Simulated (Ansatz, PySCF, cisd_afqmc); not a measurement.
Species: BeH2, charge 0, singlet. BeH2 (SMILES [BeH2]).
B3LYP-D3(BJ)/def2-TZVP minimum from Ansatz (a quantum-chemistry and plane-wave program):
```xyz
3

Be     0.0000     0.0000     0.0000
H      0.0000     0.0000     1.3301
H      0.0000     0.0000    -1.3301
```

Atomisation energy term by term, kcal/mol (programs: Ansatz, cisd_afqmc). Radicals and triplets start from unrestricted determinants; spin-orbit coupling is neglected. Correlated methods leave the cores frozen. No relativity. The Monte Carlo rows (phaseless AFQMC, CISD trial, step 0.005/hartree) carry one-sigma bars that omit the constraint's bias. Outlying blocks are dropped, and bars are widened where a walk drifts. Over all cases where full CI ran beside it in this data, AFQMC minus full CI had a median of +0.1 mEh and passed +0.4 mEh in a tenth of the cases. CBS(X,Y): correlation extrapolated as X^-3, Hartree-Fock from the larger set. A bracket is a step between two methods taken in the basis named. Full CI freezes restricted core orbitals, also for open shells; the composite that ends in it estimates full CI at the basis-set limit. Where a partner has so few electrons that a lower coupled-cluster level is exact, that level stands in. The restricted determinant of Be ([Be], singlet) is unstable towards broken spin symmetry in at least one set run.

| term | basis | kcal/mol |
|---|---|---|
| Hartree-Fock | def2-QZVPP | 125.42 |
| CCSD correlation | CBS(def2-TZVPP,def2-QZVPP) | 22.04 |
| (T) | CBS(def2-TZVPP,def2-QZVPP) | 0.45 |
| FCI - CCSD(T) | def2-QZVPP | 0.12 |
| minus zero-point energy | Hessian by PySCF at B3LYP-D3(BJ)/def2-TZVP | -8.16 |
| sum: D0 |  | 139.9 |

The step beyond CCSD(T) by other levels: FCI in def2-SVP 0.08; CCSDTQ in def2-SVP 0.08; AFQMC/CISD in def2-SVP 0.08 ± 0.02; CCSDT(Q) in def2-SVP 0.08; FCI in def2-TZVPP 0.11; CCSDTQ in def2-TZVPP 0.11; AFQMC/CISD in def2-TZVPP 0.05 ± 0.03; CCSDT(Q) in def2-TZVPP 0.11; CCSDTQ in def2-QZVPP 0.12; CCSDT(Q) in def2-QZVPP 0.12 kcal/mol.
